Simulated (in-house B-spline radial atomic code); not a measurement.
Configurations of the molybdenum ion Mo²⁺, with energies counted from [Kr] 4d4. Method: scalar-relativistic (X2C) B3LYP, spin-polarised, spherical fractional occupations, exact exchange averaged over the configuration, Fermi nucleus of rms radius 4.4091 fm. Calculated with an all-electron radial atomic-structure program (B-spline basis). Shells without spins written out take the highest spin.

Occupations are held fixed; configurations that lie above the ionisation limit could autoionise.

```csv
configuration,E - E(ref) (eV),highest orbital,its <r> (bohr)
[Kr] 4d3 5s1,4.1853,5s up,2.82
[Ar] 3d10 4s2 4p5 4d4 4f1,53.485,4f up,4.976
[Ar] 3d9 4s2 4p6 4d4 4f1,247.75,4f up,5.042
[Ar] 3d9 4s2 4p6 4d4 5f1,250.42,5f up,8.751
```

Q: Order these further configurations by energy, lowest first.
A. [Ar] 3d9 4s2 4p6 4d4 5s1
B. [Ar] 3d10 4s2 4p5 4d5
C. [Ar] 3d9 4s2 4p6 4d5
D. [Kr] 4d3 5f1
E. [Kr] 4d3 5p1

A: E (9.7099 eV), D (21.935 eV), B (32.805 eV), C (226.18 eV), A (232.12 eV).
